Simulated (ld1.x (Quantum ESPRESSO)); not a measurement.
**Ranking TM potentials for lithium**

All share these settings but for the change named:

ld1.x (Quantum ESPRESSO) 7.5 input, shortened:

```
&input
   title='Li', zed=3., rel=1, dft='PBESOL', iswitch=3,
   config='[He] 2s1 2p0 3d-2'
 /
 &inputp
   pseudotype=2, tm=.true., lloc=0,
   nlcc=.true.
 /
3
2P  2  1   0.00   0.00  4.20  4.20  0.0
3D  3  2  -2.00   0.35  4.60  4.60  0.0
2S  1  0   1.00   0.00  3.25  3.25  0.0
 &test
   configts(1)='2s1 2p0'
 /
```

Test errors are all-electron minus pseudo excitation energies from the reference, over 2s0.5 2p0; 2s0 2p1. None of these files shows a bound ghost.

The base gives 9.8 meV.

Of 10 variants that were run, those that failed, showed a ghost or another fault, or gave nearly equal values are left out.

Problem. Rank these variants by their largest absolute test error, smallest first.
A. wave 2s (bound): rc 3.25 bohr becomes 2s (bound): rc 2.10 bohr
B. wave 2s (bound): rc 3.25 bohr becomes 2s (bound): rc 3.12 bohr
C. wave 2s (bound): rc 3.25 bohr becomes 2s (bound): rc 3.42 bohr
D. wave 2s (bound): rc 3.25 bohr becomes 2s (bound): rc 4.84 bohr
E. wave 2s (bound): rc 3.25 bohr becomes 2s (bound): rc 3.88 bohr

Solution. A (6.4 meV), B (8.7 meV), C (11.2 meV), E (15.3 meV), D (25.2 meV).
